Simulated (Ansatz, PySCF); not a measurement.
Ansatz (a first-principles code) was given this input:
Ansatz 0.2 input:
```yaml
crystal:
  periodic: [false, false, false]
  atoms:
    - {symbol: C, position_ang: [2.63257487, 0.01554614, 0.27419668]}
    - {symbol: C, position_ang: [1.16782289, -0.44807195, 0.17520119]}
    - {symbol: O, position_ang: [0.92078393, -1.69361780, 0.29594480]}
    - {symbol: C, position_ang: [0.24304468, 0.58412701, -0.04328949]}
    - {symbol: C, position_ang: [-1.13138225, 0.48646963, -0.17590116]}
    - {symbol: C, position_ang: [-1.91973971, -0.77115608, -0.11049289]}
    - {symbol: O, position_ang: [-1.91932665, 1.65881157, -0.39654464]}
    - {symbol: H, position_ang: [2.95390530, 0.51297195, -0.64588571]}
    - {symbol: H, position_ang: [2.77073176, 0.71865653, 1.10111008]}
    - {symbol: H, position_ang: [3.27346517, -0.84883088, 0.44316284]}
    - {symbol: H, position_ang: [0.66432513, 1.58904443, -0.11743311]}
    - {symbol: H, position_ang: [-2.65449811, -0.75081861, 0.70431814]}
    - {symbol: H, position_ang: [-2.47152176, -0.95628176, -1.04079690]}
    - {symbol: H, position_ang: [-1.20883348, -1.57649715, 0.05886382]}
    - {symbol: H, position_ang: [-1.29315508, 2.38871685, -0.41682642]}
basis:
  gaussian:
    orbitals: STO-3G
hamiltonian:
  xc: b3lyp
total_charge: -1
magnetization: {spin_polarized: true, initial_magnetization: 1}
accuracy: high
```

Task: Give the equivalent PySCF input.

Result: This is not unique; one that fits is 
```python
from pyscf import gto, scf, dft

mol = gto.M(
    atom='''
C     2.632575    0.015546    0.274197
C     1.167823   -0.448072    0.175201
O     0.920784   -1.693618    0.295945
C     0.243045    0.584127   -0.043289
C    -1.131382    0.486470   -0.175901
C    -1.919740   -0.771156   -0.110493
O    -1.919327    1.658812   -0.396545
H     2.953905    0.512972   -0.645886
H     2.770732    0.718657    1.101110
H     3.273465   -0.848831    0.443163
H     0.664325    1.589044   -0.117433
H    -2.654498   -0.750819    0.704318
H    -2.471522   -0.956282   -1.040797
H    -1.208833   -1.576497    0.058864
H    -1.293155    2.388717   -0.416826
''',
    basis='sto-3g',
    charge=-1,
    spin=1,
    verbose=4,
)

mf = dft.UKS(mol)
mf.xc = 'b3lyp'
mf.grids.atom_grid = (99, 590)
mf.grids.prune = None
mf.kernel()
```

Both were run: Ansatz gave -341.138850 Eh and PySCF -341.138850 Eh, 0.000 mEh apart.
